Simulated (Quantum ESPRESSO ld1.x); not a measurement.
Problem. Er33+, 35 electrons, occupied as [Ar] 3d10 4s2 4p5 (the NIST ground configuration). Calculated with ld1.x of Quantum ESPRESSO 7.5: scalar-relativistic Kohn-Sham, revPBE, spin-unpolarised, spherical densities, point nucleus. Some entries of the table are withheld. Estimate them.

| orbital | occ. | eigenvalue (hartree) | r(max) (bohr) |
|---|---|---|---|
| 1s | 2 | (1) | 0.013 |
| 2s | 2 | -402.548 | (2) |
| 2p | 6 | (3) | 0.060 |
| 3s | 2 | -125.891 | 0.206 |
| 3p | 6 | -113.425 | 0.203 |
| 3d | 10 | (4) | (5) |
| 4s | 2 | -56.6427 | 0.448 |
| 4p | 5 | -52.0249 | 0.459 |

Solution. 
(1) 1s eigenvalue (hartree): -2157.06
(2) 2s r(max) (bohr): 0.073
(3) 2p eigenvalue (hartree): -361.637
(4) 3d eigenvalue (hartree): -98.1784
(5) 3d r(max) (bohr): 0.165
